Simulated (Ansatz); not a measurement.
```xyz
12

O    -1.5605    1.6886    1.3294
Si   -0.6112    1.5339   -0.0025
C    -0.0506   -0.2446   -0.2336
O    -1.0588   -1.1356   -0.3157
C     1.2433   -0.5863   -0.3210
S     1.7008   -2.2525   -0.6824
H    -2.3572    1.1569    1.3664
H     0.5872    2.3723    0.2182
H    -1.3358    1.9477   -1.2335
H    -0.6556   -2.0162   -0.4367
H     2.0213    0.1615   -0.2441
H     2.0770   -2.6258    0.5555
```

Charge 0, multiplicity 1.

Task: List the PBE/def2-TZVPP orbital energies in eV (Ansatz). (Best estimate.)

Result: The calculation gave: Occupied: -2396.20, -1780.11, -511.34, -510.45, -270.53, -269.64, -209.12, -155.29, -155.19, -155.02, -137.79, -94.55, -94.52, -94.50, -26.89, -25.20, -20.01, -17.64, -15.15, -14.03, -12.49, -12.10, -11.09, -9.98, -9.77, -9.31, -9.05, -8.61, -7.92, -7.22, -6.44, -5.87. Lowest empty: -1.60, -0.53, -0.22, 0.38, 0.61, 0.83, 1.31, 1.81.
